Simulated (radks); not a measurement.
Ag4+, configuration [Kr] 4d5 5s2 (not the ground configuration).

Calculated with a radial shooting solver on a logarithmic mesh with Libxc functionals: Dirac Kohn-Sham, LDA (Slater exchange, Perdew-Wang correlation), spin-unpolarised, spherical densities, point nucleus; open shells fill j = l - 1/2 first.

Energy parts (eV):
| part | energy |
|---|---|
| total | -144400.362 |
| kinetic | 151106.606 |
| electron-nucleus | -347387.760 |
| Hartree | 55738.980 |
| exchange-correlation | -3858.189 |

Orbitals (lengths in bohr, moments of r in powers of bohr; <r^-3> diverges for s and p1/2; r(90%) holds 90 % of the orbital's charge):
orbital  occ.  eigenvalue (eV)   <1/r>      <r>  <r^-3>  r(90%)
1s1/2       2        -25355.76   49.39  0.03114       -  0.0559
2s1/2       2        -3795.713   11.38   0.1347       -   0.209
2p1/2       2        -3534.467   11.36   0.1142       -   0.187
2p3/2       4        -3359.436   10.68   0.1192    3491   0.194
3s1/2       2        -753.8252   3.979   0.3687       -   0.544
3p1/2       2        -649.8597   3.889   0.3602       -   0.543
3p3/2       4        -618.9097   3.721   0.3711   627.5   0.559
3d3/2       4        -434.3152   3.560   0.3435   96.59   0.544
3d5/2       6        -428.0669   3.517   0.3470   90.92   0.549
4s1/2       2        -162.6660   1.562   0.8906       -    1.29
4p1/2       2        -128.9133   1.455   0.9423       -    1.38
4p3/2       4        -123.3094   1.404   0.9688   113.9    1.42
4d3/2       4         -70.0711   1.159    1.142   12.70    1.74
4d5/2       1         -69.2646   1.147    1.152   11.90    1.75
5s1/2       2         -47.7597  0.6328    2.084       -    2.96
5p1/2       0         -38.7299  0.5662    2.316       -    3.30
5p3/2       0         -37.7542  0.5523    2.367   20.01    3.37
5d3/2       0         -24.7371  0.4362    3.011   2.145    4.33
5d5/2       0         -24.6003  0.4338    3.027   2.030    4.35
4f5/2       0         -22.3276  0.5628    2.250  0.4659    3.62
4f7/2       0         -22.3070  0.5615    2.254  0.4611    3.62
6s1/2       0         -21.4982  0.3308    4.022       -    5.62

The highest occupied level is 5s1/2 at -47.760 eV. Summed over all electrons, <r^2> = 28.23 bohr^2, which gives a Langevin (diamagnetic) susceptibility term of -22.4 x 10^-6 cm^3/mol.
